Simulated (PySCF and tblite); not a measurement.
Results of a calculation; reference values are marked as such.
System: C5H8Ge, numbered as in [GeH3:1][CH:2]1[CH:3]=[CH:4][CH:5]=[CH:6]1.

Motion: shift of Ge1 from C2 to C6. GFN2-xTB gives an electronic barrier of 9.5 kcal/mol.

Spin–orbit effects of heavy atoms on shieldings are missing.

PBE0/pcSseg-1 + D3(BJ) on B3LYP-D3(BJ)/def2-SVP geometries gives 12.4 kcal/mol and k(298 K) = 1.2×10⁴ s⁻¹.

Problem. What does BHandHLYP/pcSseg-1 + D3(BJ) give on B3LYP-D3(BJ)/def2-SVP geometries?

Solution. A barrier of 16.1 kcal/mol, 3.7 above the first DFT barrier (from unrounded values) and, with GFN2-xTB thermal terms, ΔG‡(298 K) = 16.0 kcal/mol and k = 23 s⁻¹ (2 equivalent paths).

Problem. At the first level the ¹³C lines of C2 / C3, C6 / C4, C5 span 1894 Hz and merge at 283 K (80 MHz). What does the second level predict?

Solution. A span of 1996 Hz and merging at 371 K.

Programs: tblite and PySCF.
